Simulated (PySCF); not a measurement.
C₆, SMILES c1c#cc#cc#1. Atoms are numbered in the order given.

```xyz
6

C      1.3137     0.0000     0.0000
C      0.6568     1.1377     0.0000
C     -0.6568     1.1377     0.0000
C     -1.3137     0.0000     0.0000
C     -0.6568    -1.1377     0.0000
C      0.6568    -1.1377     0.0000
```

Geometry: r2SCAN-D4/def2-SVP. A frequency run showed that this geometry is not a minimum.

Two levels are set side by side: PBE/pcSseg-1 (PySCF) and PBE0/pcSseg-1 (PySCF). GIAO shifts against TMS (¹³C) at the same level; non-relativistic, no solvent, atoms listed together averaged. Differences are taken from unrounded values.

| quantity | PBE0 |
|---|---|
| δ(¹³C) of C1, C2, C3, C4, C5, C6 (ppm) | 206.4 |

### Question
What does PBE give, and how far is it from PBE0? (An estimate is asked for; the answer gives what the named calculation found.)

### Answer

```csv
quantity,PBE,PBE minus PBE0
"δ(¹³C) of C1, C2, C3, C4, C5, C6 (ppm)",203.1,-3.3
```

On these quantities the two levels nearly agree.

Rough cost on one machine, each run with all the roots and properties that it gave: PBE0 against PBE within a factor of 2.
